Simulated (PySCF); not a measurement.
## Spinor energies of Zr²³⁺ (zirconium, charge +23)

Start: [Ne] 3s2 3p5; 3p1/2 filled at m_j = +1/2; 3p3/2 filled at m_j = -3/2, -1/2, +1/2, +3/2. Calculated with PySCF 2.14 in an uncontracted even-tempered set (19 s from 3 bohr⁻², ratio 2.4; 14 p from 3.8 bohr⁻², ratio 2.4; 5 d from 17 bohr⁻², ratio 2.6; 4 f from 25 bohr⁻², ratio 2.6): generalised Hartree-Fock with the X2C-1e Hamiltonian and a Gaussian nucleus; one run each with spin-orbit coupling (SO) screened by Boettger's factors, then bare. This is a chosen level, not necessarily the ground level.

```json
{"spinor shell": "1s1/2", "electrons": "2", "ε, screened SO (eV)": "-19093.6", "ε, bare SO (eV)": "-19093.5", "weight of nominal j (bare SO)": "1.000", "rms radius, bare SO (bohr)": "0.0426"}
{"spinor shell": "2s1/2", "electrons": "2", "ε, screened SO (eV)": "-3552.6", "ε, bare SO (eV)": "-3552.7", "weight of nominal j (bare SO)": "1.000", "rms radius, bare SO (bohr)": "0.174"}
{"spinor shell": "2p1/2", "electrons": "2", "ε, screened SO (eV)": "-3329.8", "ε, bare SO (eV)": "-3333.1", "weight of nominal j (bare SO)": "1.000", "rms radius, bare SO (bohr)": "0.152"}
{"spinor shell": "3s1/2", "electrons": "2", "ε, screened SO (eV)": "-1250.2", "ε, bare SO (eV)": "-1250.2", "weight of nominal j (bare SO)": "1.000", "rms radius, bare SO (bohr)": "0.435"}
{"spinor shell": "3p1/2", "electrons": "1", "ε, screened SO (eV)": "-1171.6", "ε, bare SO (eV)": "-1172.3", "weight of nominal j (bare SO)": "1.000", "rms radius, bare SO (bohr)": "0.424"}
{"spinor shell": "3p3/2", "electrons": "4", "ε, screened SO (eV)": "-1148.6", "ε, bare SO (eV)": "-1148.3", "weight of nominal j (bare SO)": "1.000", "rms radius, bare SO (bohr)": "0.432"}
```

Where does 2p3/2 lie, and what is the 2p spin-orbit splitting (bare SO)?

At -3243.0 eV, 90.112 eV above 2p1/2.

| quantity | screened SO | bare SO |
| --- | --- | --- |
| E (hartree) | -3265.25083 | -3265.26381 |
| M_J | 1/2 | 1/2 |
| ⟨J²⟩ | 0.751 | 0.751 |
| ⟨L²⟩ | 2.006 | 2.007 |
| ⟨S²⟩ | 0.754 | 0.754 |

Each row is a mean over spinors that exchange with the open shell spreads, by up to 8.182 eV (2p1/2).

Breit and QED terms are absent; they matter most for the inner s and p1/2 levels.

Densities and radii are taken from the X2C orbitals without a picture-change correction, which distorts them close to the nucleus.
